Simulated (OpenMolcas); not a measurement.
## V3+: moving or changing the point charges

V3+ among 3 point charges of -2 e arranged as a planar triangle (D3h), 1.86 Å from the ion.
```
   1.8600    0.0000    0.0000  -2.00
  -0.9300    1.6108    0.0000  -2.00
  -0.9300   -1.6108    0.0000  -2.00
```

```yaml
Program: OpenMolcas 26.06
Method: CASSCF
Basis: ANO-RCC-VDZP [5s4p2d1f]
Scalar_Hamiltonian: DKH2, point nucleus
Active_space: 2 electrons in 5 orbitals (3d)
State_averaging: 2S+1 = 3 even, 10 roots; 2S+1 = 1 even, 15 roots
Spin-orbit_coupling: state interaction with AMFI integrals over the reference wave functions
```

Runs around this geometry, states (labels of D3, the rotations of D3h). Energies in cm-1 above the lowest state or level, χT in cm3 K/mol.

```tsv
R (Å)	q (e)	Ground state	First state of that spin	First gap with spin-orbit (degeneracies)	χT at 300 K	First state of another spin
1.86	-1.3	3A2	3E 1102	59.9 (1, 2)	0.881	1E 14216
1.71	-2	3A2	3E 95.9	141.4 (1, 2)	0.835	1A1 9598
1.86	-2	3A2	3E 656.5	82.4 (1, 2)	0.857	1A1 11948
2.01	-2	3A2	3E 784.1	76.6 (1, 2)	0.861	1A1 13346
```

Scaling the charges by -1.3 / -2 = 0.65 scales the first state of the same spin by 1102 / 656.5 = 1.68; with fixed orbitals a first-order splitting would follow the charge.

Without dynamic correlation the repulsion within the d shell is too large (B by tens of per cent), so at a given field states of lower spin stand too high. Spin-orbit coupling mixes the spin-free states strongly: the lowest level takes only 51 % from its leading state, 3E, which lies 96 cm-1 above the lowest spin-free state (holds for R = 1.71, q = -2). This is an electrostatic model: the charges have no orbitals. No measured value stands beside these numbers.
